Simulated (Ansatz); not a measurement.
Ta₃⁺, relaxed as a singlet with RKS PBE-D4/def2-TZVP in Ansatz, starting from the GFN2-xTB geometry. Force threshold 0.02 eV/Å.

In the def2 sets Ta takes a core potential; there is no spin–orbit coupling. The restricted singlet is unstable: a solution with broken spin symmetry lies lower. The relaxation made no stability test and no search for a lower SCF solution. At PBE-D4/def2-TZVP a triplet of charge 1 lies 0.45 eV below the restricted singlet, each at its own geometry. The structure comes from a short search, and lower isomers may exist.

Start:

```xyz
3

Ta   -0.202    1.233   -0.395
Ta   -0.355   -0.368    1.206
Ta    0.558   -0.865   -0.811
```

Estimate the energy that the relaxation releases and the steps that it takes.

121.0 kJ/mol, in 5 steps; 3.6 s on 4 threads of Intel Xeon Platinum 8488C on a shared host. No frequencies were taken in this run, so the end may be a saddle point.

Does the start keep its bonding and symmetry?

By distances, no bond broke or formed. The bond that changes most is Ta1–Ta2, from 2.27 to 2.58 Å (atoms count from 1). Point group D3h at the start, C2v at the end, both within 0.05 Å.

Predict the relaxed structure.


```tsv
atom	x (Å)	y (Å)	z (Å)
Ta1	-0.200	1.354	-0.492
Ta2	-0.374	-0.463	1.327
Ta3	0.574	-0.890	-0.835
```
Bond lengths (bridged metal pairs left out): 3 × Ta–Ta 2.40 to 2.58 Å.
